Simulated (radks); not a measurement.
Task: Pt I, configuration [Xe] 4f13.5 5d9 6s0.5 6p1 (fractional occupations, a model configuration). Method: Dirac Kohn-Sham, PBE, spin-unpolarised, spherical densities, finite nucleus; open shells fill j = l - 1/2 first; Fermi nuclear charge, rms radius 5.427 fm; computed with a radial shooting solver on a logarithmic mesh with Libxc functionals. Some entries of the table are withheld. Estimate them.

| orbital | occ. | eigenvalue (eV) | <r> (bohr) | <1/r> (bohr^-1) |
|---|---|---|---|---|
| 1s1/2 | 2 | -78280.67 | 0.01715 | 93.89 |
| 2s1/2 | 2 | -13749.59 | 0.07171 | 23.03 |
| 2p1/2 | 2 | -13182.14 | 0.05907 | 23.00 |
| 2p3/2 | 4 | -11453.39 | 0.06750 | 18.86 |
| 3s1/2 | 2 | -3237.275 | 0.1866 | 8.456 |
| 3p1/2 | 2 | -2981.699 | 0.1768 | 8.372 |
| 3p3/2 | 4 | -2601.707 | 0.1923 | 7.295 |
| 3d3/2 | 4 | -2174.733 | 0.1676 | 7.192 |
| 3d5/2 | 6 | -2092.840 | 0.1723 | 6.944 |
| 4s1/2 | 2 | -702.4715 | 0.4146 | 3.577 |
| 4p1/2 | 2 | -593.8447 | 0.4174 | 3.468 |
| 4p3/2 | 4 | -503.0464 | 0.4510 | 3.096 |
| 4d3/2 | 4 | -324.7778 | 0.4605 | 2.892 |
| 4d5/2 | 6 | -307.8488 | 0.4716 | 2.805 |
| 5s1/2 | 2 | -106.3355 | 0.9473 | 1.444 |
| 4f5/2 | 6 | -80.0931 | 0.5074 | 2.425 |
| 4f7/2 | 7.5 | -76.5821 | 0.5144 | 2.391 |
| 5p1/2 | 2 | (1) | 1.026 | 1.318 |
| 5p3/2 | 4 | (2) | 1.124 | 1.180 |
| 5d3/2 | 4 | -9.9574 | 1.572 | 0.8444 |
| 5d5/2 | 5 | -8.4955 | 1.645 | 0.8070 |
| 6s1/2 | 0.5 | -7.1854 | 2.801 | 0.4562 |
| 6p1/2 | 1 | -2.2040 | (3) | 0.3184 |
| 6p3/2 | 0 | -1.5645 | (4) | 0.2710 |

Result: 
(1) 5p1/2 eigenvalue (eV): -71.3714
(2) 5p3/2 eigenvalue (eV): -56.0687
(3) 6p1/2 <r> (bohr): 4.029
(4) 6p3/2 <r> (bohr): 4.706
